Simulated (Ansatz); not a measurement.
Consider the formal exchange of groups at the Si–N bond: `C=C(F)N[SiH3]` + `C[O][Zr]([CH3])([OH])[Cl]` → `[CH3][Zr]([OH])([Cl])[O][SiH3]` + `C=C(F)NC`.

Calculated with Ansatz (gas phase, PBE0-D4/def2-TZVP geometries, no zero-point term in ΔE). CCSD(T)/CBS is the MP2 limit (def2-TZVPP, def2-QZVPP) plus CCSD(T) − MP2 in def2-TZVPP, frozen cores. DFT in def2-TZVPP. B3LYP here is the variant with VWN-RPA as its local correlation; programs differ in this. def2 core potentials past Kr. For Zr outer-core shells are correlated without core-valence functions, which leaves a few kJ/mol of doubt a bond. One conformer a species, not always the lowest.

| level | ΔE (kcal/mol) | difference from CCSD(T)/CBS |
| --- | --- | --- |
| PBE-D4 | -16.1 | 2.2 |
| B3LYP-D4 | -17.3 | 1.0 |
| ωB97M-V | -17.5 | 0.8 |
| r2SCAN | -17.4 | 0.9 |
| PBE0 | -17.0 | 1.3 |
| HF/def2-TZVPP | -19.4 | -1.1 |
| SCS-MP2/def2-TZVPP | -18.4 | -0.1 |
| CCSD/def2-TZVPP | -18.4 | -0.1 |
| MP2/def2-QZVPP | -18.6 | -0.3 |
| HF/CBS(def2) | -19.8 | -1.5 |
| CCSD(T)/CBS | -18.3 | 0 |

Largest T1 diagnostic among the species: 0.016.

In def2-TZVPP, CCSD(T) changes the Hartree–Fock value by +1.4 kcal/mol (the triples alone add +0.3 kcal/mol) and MP2 by +1.1 kcal/mol. From PBE to PBE0 (25 % exact exchange), in def2-TZVPP and without D4, ΔE moves by −0.9 kcal/mol.
